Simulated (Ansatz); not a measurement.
GeICl₃⁺. The state is a doublet with charge 1. Geometry PBE0-D4/def2-SVP; atoms count from 1.

```xyz
5

Ge    0.1429   -0.1875   -0.1488
I    -0.6701    2.1243    0.7839
Cl   -1.2958   -1.0763    1.1568
Cl    2.1306   -0.5190    0.3871
Cl   -0.3076   -0.3414   -2.1789
```

In the def2 sets I takes a core potential; there is no spin–orbit coupling.

Problem. Estimate the Mulliken populations from the PBE0/def2-TZVP orbitals of Ansatz.

Solution. 
| atom | charge (e) | spin (α − β) |
| --- | --- | --- |
| Ge1 | 0.80 | -0.04 |
| I2 | 0.40 | 0.89 |
| Cl3 | -0.06 | 0.16 |
| Cl4 | -0.07 | 0.00 |
| Cl5 | -0.07 | 0.00 |
Mulliken values depend strongly on the basis.

Problem. Where does the spin sit?

Solution. Summed by element: Ge -0.04, I 0.89, Cl 0.16, of 1 unpaired in all. Largest on single atoms: I2 0.89, Cl3 0.16, Ge1 -0.04.

Problem. And the Mayer bond orders between heavy atoms (over 0.3)?

Solution. Ge1–I2 0.75 (2.62 Å); Ge1–Cl3 1.07 (2.14 Å); Ge1–Cl4 1.24 (2.09 Å); Ge1–Cl5 1.24 (2.09 Å).
